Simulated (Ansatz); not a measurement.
Born–Oppenheimer molecular dynamics of BrGaH$_{5}$NO$_{2}$ (10 atoms, charge 0, multiplicity 1). It starts at the highest image of a converged band, a first-order saddle point between two minima.

Level of theory: RKS PBE/def2-SVP in Ansatz.

```yaml
ensemble: NVE (velocity Verlet)
time_step: 0.5 fs
steps_asked: 200
starting_velocities_drawn_for: 300 K
seed: 10248
```

First frame:

```xyz
10
Properties=species:S:1:pos:R:3
Ga -0.133 0.519 0.020
N -0.076 0.101 2.087
H -0.784 -0.519 2.502
H 0.852 -0.340 2.185
O 1.526 -0.233 -0.135
H 1.842 -0.281 -1.054
O -1.532 -0.293 -0.810
H -2.112 -0.781 -0.200
Br -0.228 2.865 0.121
H -0.074 0.994 2.601
```

(1) How far do the bonds stretch over the last three quarters of this one trajectory? (Pairs bonded in most of those frames.)

Results:

(1) 
```
   bond  mean (Å)  spread (Å)  shortest  longest
 Ga1–N2     2.104       0.016      2.08     2.15
 Ga1–O5     1.819       0.022      1.78     1.86
 Ga1–O7     1.845       0.044      1.76     1.90
Ga1–Br9     2.358       0.060      2.28     2.43
  N2–H3     1.030       0.007      1.02     1.04
  N2–H4     1.031       0.010      1.01     1.05
 N2–H10     1.030       0.012      1.01     1.05
  O5–H6     0.975       0.011      0.96     0.99
  O7–H8     0.983       0.011      0.96     1.00
```

Mean temperature of the second half: 283 K. The conserved energy stayed within 0.081 meV per atom of its start (net change 0.038 meV per atom), so the integration is sound. A run of 0.1 ps of so small a system gives no equilibrium averages. The orbitals stay closed-shell, which can raise the energy where a bond breaks towards radicals; this wasn't checked here.

Run time: 5.1 min on 4 threads of Arm Neoverse V1, with other jobs on the host, peak memory 0.23 GiB.
